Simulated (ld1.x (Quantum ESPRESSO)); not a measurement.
## Reading a pseudo-wave (Te)

Columns: radius, all-electron u(r) and pseudo u(r) of the 5p shell (level -6.12 eV) of tellurium in the configuration [Kr] 4d10 5s2 5p4; LDA (PZ), scalar-relativistic, TM semilocal scheme, ld1.x (Quantum ESPRESSO) 7.5.

```tsv
r (bohr)	all-electron	pseudo
0.108	0.0451	-0.0024
0.215	-0.1972	-0.0098
0.322	-0.1016	-0.0221
0.430	0.1172	-0.0399
0.538	0.2715	-0.0634
0.645	0.3150	-0.0928
0.752	0.2688	-0.1286
0.860	0.1664	-0.1714
0.968	0.0382	-0.2209
1.075	-0.0937	-0.2758
1.182	-0.2182	-0.3352
1.290	-0.3300	-0.3976
1.398	-0.4250	-0.4596
1.505	-0.5021	-0.5173
1.612	-0.5630	-0.5684
1.720	-0.6095	-0.6109
1.828	-0.6428	-0.6429
1.935	-0.6644	-0.6644
2.042	-0.6765	-0.6765
2.150	-0.6806	-0.6806
2.258	-0.6779	-0.6779
2.365	-0.6699	-0.6699
2.472	-0.6575	-0.6575
2.580	-0.6416	-0.6416
2.688	-0.6231	-0.6231
2.795	-0.6027	-0.6027
```

Question: How many radial nodes do the two functions have?

Answer: The all-electron 5p function has n − l − 1 = 3; the pseudo-wave has 0, since the states of the same l below it are removed with the core.

Question: At about which radius was the pseudo-wave matched?

Answer: 2.15 bohr. The columns agree to 0.0005 from 1.83 bohr on; several derivatives are matched, so the curves merge somewhat inside the radius.

Question: Is the pseudo-wave norm-conserving?

Answer: Yes: the TM semilocal scheme keeps the norm inside the radius equal to the all-electron one, which fixes the energy derivative of the logarithmic derivative at the level.
